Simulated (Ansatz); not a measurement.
System: BI, net charge 1, doublet state. 
Geometry from a B3LYP-D3(BJ)/def2-TZVP (Ansatz, an electronic-structure program) optimisation:
```
B
I 1 1.9668
```
Charge +1, spin multiplicity 2.

Parts of the frozen-core correlation energy in def2-SVP (Ansatz, hartree). Frozen orbitals: 10; correlated occupied orbitals by spin: 5 and 4; virtual: 25 and 26. Open shells are spin-unrestricted. No spin-orbit coupling. In def2 rows, elements after Kr have scalar-relativistic effective core potentials.

```
term                            value
-------------------------  ----------
reference (HF)             -320.93000
MP2 opposite-spin            -0.10216
MP2 same-spin                -0.03858
CCSD correlation             -0.15811
(T)                          -0.00879
CCSDT minus CCSD(T)          -0.00146
CCSDT(Q) minus CCSD(T)       -0.00206
T1 diagnostic                   0.034
largest doubles amplitude       0.068
<S^2> of the reference          0.776
```
